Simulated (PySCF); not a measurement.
CH12Ge3OSi.
Cartesian coordinates in Å at the PBE0-D3(BJ)/def2-SVP level; atoms count from 1:
```
atom  x, y, z in Å
C1    -1.1741   -1.9710   -0.6340
Ge2   -1.4279   -0.0449   -0.3694
Ge3   -1.1335    0.5669    1.9619
Ge4    0.0993    1.2053   -1.7895
O5     1.7767    0.6780   -1.4498
Si6    2.6328    0.2343   -0.1074
H7    -1.3406   -2.2371   -1.6876
H8    -1.8824   -2.5348   -0.0102
H9    -0.1499   -2.2554   -0.3546
H10   -2.8642    0.3556   -0.7834
H11   -2.1874   -0.1477    2.8308
H12   -1.2993    2.0878    2.1398
H13    0.2657    0.1630    2.4606
H14    0.0368    2.7276   -1.5375
H15   -0.0964    0.9154   -3.2904
H16    2.5895    1.2979    0.9464
H17    4.0490   -0.0072   -0.5055
H18    2.0768   -1.0225    0.4914
```

Computed with core-valence-separated Tamm–Dancoff BHandHLYP/aug-pcX-1 (pcseg-1 on H, def2-SVPD on Si, def2-SVPD on Ge) in PySCF, non-relativistic, gas phase, PBE0-D3(BJ)/def2-SVP geometry. No empirical shift is added; at this level the pattern usually sits a few eV under experiment.

Problem. List the carbon K-edge absorption lines.

Solution. 
```tsv
E (eV)	f	core hole on	main final orbital
284.95	0.0155	C1	LUMO (30 %)
285.61	0.0282	C1	LUMO+1 (38 %)
286.14	0.0133	C1	LUMO (44 %)
286.24	0.0245	C1	spread
286.44	0.0263	C1	spread
286.62	0.0017	C1	LUMO+2 (60 %)
286.75	0.0033	C1	LUMO+3 (35 %)
```

The first line with a tenth or more of the strongest one's intensity is at 284.95 eV (f = 0.015), with the hole on C1 (sp3 carbon bound to germanium). The strongest listed is at 285.61 eV (f = 0.028; C1).

Problem. Give energies, oscillator strengths and core holes at the O K edge.

Solution. 
```json
{"E (eV)": "531.20", "f": "0.0137", "core hole on": "O5", "main final orbital": "LUMO (63 %)"}
{"E (eV)": "532.83", "f": "0.0251", "core hole on": "O5", "main final orbital": "LUMO+3 (35 %)"}
{"E (eV)": "533.30", "f": "0.0075", "core hole on": "O5", "main final orbital": "LUMO+1 (42 %)"}
{"E (eV)": "533.51", "f": "0.0087", "core hole on": "O5", "main final orbital": "spread"}
{"E (eV)": "533.70", "f": "0.0074", "core hole on": "O5", "main final orbital": "spread"}
{"E (eV)": "533.99", "f": "0.0074", "core hole on": "O5", "main final orbital": "spread"}
{"E (eV)": "534.23", "f": "0.0040", "core hole on": "O5", "main final orbital": "LUMO+5 (31 %)"}
```

The first line with a tenth or more of the strongest one's intensity is at 531.20 eV (f = 0.014), with the hole on O5 (oxygen bonded to Ge and Si). The strongest listed is at 532.83 eV (f = 0.025; O5).

Roots within 0.03 eV whose holes lie on the same, on equivalent or on shared atoms are summed into one line, and the highest roots are left out, as the search may have cut off their partners. Final orbitals are the ground state's empty Kohn–Sham orbitals.

Problem. What is the summed oscillator strength of the listed C K lines, and their intensity-weighted mean energy?

Solution. Σf = 0.113 over 7 lines from 284.95 to 286.75 eV; the weighted mean is 285.96 eV. The strongest line holds 25 % of the sum.

The list ends where the root search ended, not at a threshold. Relativistic effects, spin–orbit coupling among them, are left out although an element past zinc is present.

One conformer stands for the species.
